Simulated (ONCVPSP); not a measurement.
# Plane-wave convergence, ONCV potential for Br

Br (Z = 35), optimised norm-conserving Vanderbilt (ONCV), made with ONCVPSP 4.0.1 (PW91, scalar-relativistic). Core [Ar] 3d10, reference 4s2 4p5. Waves: 4s: rc 1.48 bohr, ncon 4, nbas 8, qcut 4.6 1/bohr, 2 projectors, debl 2 Ha; 4p: rc 1.38 bohr, ncon 3, nbas 6, qcut 5.7 1/bohr, 2 projectors, debl 2.8 Ha; d scattering state at 0.11 Ha: rc 1.32 bohr, ncon 3, nbas 6, qcut 6.6 1/bohr, 2 projectors, debl 0.6 Ha. Local part: polynomial inside 1.22 bohr (lpopt 5, dvloc0 3 Ha). Core correction: Teter function, fcfact 3.5, rcfact 1.15.

Q: For each optimised wave give the share of its norm inside rc, the residual kinetic energy above qcut (Ha) and the cutoffs (Ha) for errors of 10, 1, 0.1 and 0.01 mHa per electron.

A:

```json
{"wave": "4s", "norm inside rc": "0.418", "residual KE": "3.3e-03", "10 mHa": "8.7", "1 mHa": "20.2", "0.1 mHa": "69.7", "0.01 mHa": "82.5"}
{"wave": "s projector 2", "norm inside rc": "0.170", "residual KE": "5.3e-03", "10 mHa": "9.7", "1 mHa": "20.8", "0.1 mHa": "91.1", "0.01 mHa": "111.5"}
{"wave": "4p", "norm inside rc": "0.188", "residual KE": "1.0e-04", "10 mHa": "4.3", "1 mHa": "12.5", "0.1 mHa": "16.6", "0.01 mHa": "42.3"}
{"wave": "p projector 2", "norm inside rc": "0.088", "residual KE": "2.7e-03", "10 mHa": "9.4", "1 mHa": "55.5", "0.1 mHa": "103.3", "0.01 mHa": "not reached"}
{"wave": "d projector 1", "norm inside rc": "0.007", "residual KE": "9.3e-04", "10 mHa": "3.2", "1 mHa": "21.3", "0.1 mHa": "74.7", "0.01 mHa": "not reached"}
{"wave": "d projector 2", "norm inside rc": "0.039", "residual KE": "4.7e-03", "10 mHa": "8.7", "1 mHa": "98.5", "0.1 mHa": "161.3", "0.01 mHa": "not reached"}
```

The occupied waves need 20 Ha and 70 Ha for 1 and 0.1 mHa. Rows with under 1 % of the norm inside rc give no meaningful cutoff. Note: ghosts flagged at negative energy: d at -51.3 eV; GHOST(+) flagged for s at 148.5 eV. A true bound ghost makes a file unfit for plane-wave use.
